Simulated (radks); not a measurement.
The numbers below are computed, except where a source is named.
Sc3+, configuration [Ar]. Level of theory: scalar-relativistic Kohn-Sham, PBE, spin-unpolarised, spherical densities, finite nucleus; Fermi nuclear charge, rms radius 3.5459 fm (a radial shooting solver on a logarithmic mesh with Libxc functionals).

Local quantities along the radius. ELF = 1/(1 + alpha^2) is the electron localisation function; alpha = (tau - tau_W)/tau_unif compares the Pauli kinetic energy density with that of the uniform gas; -r V(r) is the screened charge that the Kohn-Sham potential presents (atomic units). tau is taken from the large components.

| r (bohr) | ELF | alpha | -r V(r) |
|---|---|---|---|
| 0.003389 | 1.000 | 0.01413 | 20.81 |
| 0.004274 | 1.000 | 0.01466 | 20.75 |
| 0.00539 | 1.000 | 0.01545 | 20.67 |
| 0.006853 | 1.000 | 0.01667 | 20.57 |
| 0.008642 | 1.000 | 0.01837 | 20.45 |
| 0.0109 | 1.000 | 0.02084 | 20.29 |
| 0.01385 | 0.999 | 0.02466 | 20.09 |
| 0.01747 | 0.999 | 0.03037 | 19.85 |
| 0.02204 | 0.998 | 0.03956 | 19.55 |
| 0.02779 | 0.997 | 0.05523 | 19.18 |
| 0.03533 | 0.993 | 0.08536 | 18.72 |
| 0.04455 | 0.980 | 0.1441 | 18.18 |
| 0.05618 | 0.931 | 0.2715 | 17.55 |
| 0.07085 | 0.763 | 0.5569 | 16.82 |
| 0.09007 | 0.437 | 1.134 | 15.94 |
| 0.1136 | 0.266 | 1.661 | 14.98 |
| 0.1433 | 0.336 | 1.404 | 13.95 |
| 0.1807 | 0.596 | 0.8232 | 12.87 |
| 0.2297 | 0.799 | 0.5020 | 11.67 |
| 0.2896 | 0.851 | 0.4179 | 10.48 |
| 0.3653 | 0.763 | 0.5575 | 9.306 |
| 0.4643 | 0.305 | 1.509 | 8.121 |
| 0.5856 | 0.114 | 2.793 | 6.979 |
| 0.7385 | 0.456 | 1.092 | 6.160 |
| 0.9314 | 0.845 | 0.4279 | 5.349 |
| 1.184 | 0.887 | 0.3561 | 4.609 |
| 1.493 | 0.819 | 0.4698 | 4.055 |
| 1.883 | 0.579 | 0.8529 | 3.675 |
| 2.375 | 0.181 | 2.129 | 3.515 |
| 3.019 | 0.015 | 8.139 | 3.338 |
| 3.807 | 0.000 | 47.97 | 3.150 |

On this mesh the ELF has minima near r = 0.11, 0.59 bohr, which separate the shells, and maxima near 0.29 (0.85), 1.2 (0.89).

Self-consistent cycle (total energy in hartree, residual of the potential): 1: -760.650748, 5e+00; 2: -761.813680, 3e+00; 3: -762.415920, 2e-01; 4: -762.417680, 1e-01; 5: -762.418354, 4e-03; 6: -762.418350, 6e-04; 7: -762.418350, 2e-04; 8: -762.418350, 5e-06; 9: -762.418350, 3e-06; 10: -762.418350, 2e-06; 11: -762.418350, 4e-07; 12: -762.418350, 1e-08; 13: -762.418350, 4e-09.
